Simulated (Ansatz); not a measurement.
Start from `CB(C)S` and change one element to get `CB(C)[SeH]`.

Ansatz, PBE0-D4/def2-TZVP geometries, multiplicity 1. Each molecule was computed in one conformer, which needn't be the lowest.

Scalar relativity is left out up to krypton.

```json
{"property": "size of the dipole moment (ωB97M-V/def2-TZVPP) / D", "`CB(C)S`": "1.13"}
{"property": "HOMO energy (B3LYP/def2-TZVPP) / eV", "`CB(C)S`": "-7.59"}
{"property": "LUMO energy (ωB97M-V/def2-TZVPP) / eV", "`CB(C)S`": "1.68"}
{"property": "HOMO energy (PBE0/def2-TZVPP) / eV", "`CB(C)S`": "-7.83"}
{"property": "LUMO energy (PBE0/def2-TZVPP) / eV", "`CB(C)S`": "-0.34"}
{"property": "size of the dipole moment (PBE/def2-TZVPP) / D", "`CB(C)S`": "1.08"}
```

Q: What does the change do to each property? (An estimate is asked.)

A: Computed: 
```
                                          property  `CB(C)[SeH]`  shift
size of the dipole moment (ωB97M-V/def2-TZVPP) / D          1.18   0.05
               HOMO energy (B3LYP/def2-TZVPP) / eV         -7.08   0.51
             LUMO energy (ωB97M-V/def2-TZVPP) / eV          1.46  -0.22
                HOMO energy (PBE0/def2-TZVPP) / eV         -7.31   0.52
                LUMO energy (PBE0/def2-TZVPP) / eV         -0.52  -0.18
    size of the dipole moment (PBE/def2-TZVPP) / D          1.05  -0.03
```

With PBE0 the HOMO rises by 0.52 eV and the LUMO falls by 0.18 eV, so the gap narrows by about 0.70 eV. PBE moves the HOMO by 0.43 eV and ωB97M-V by 0.57 eV. Dipoles are sizes alone; their direction can turn.

B3LYP here is the variant with VWN-RPA as its local correlation; programs differ in this.

Spin–orbit coupling is left out; it splits and shifts lone-pair levels of the heavy atoms by tenths of an eV.
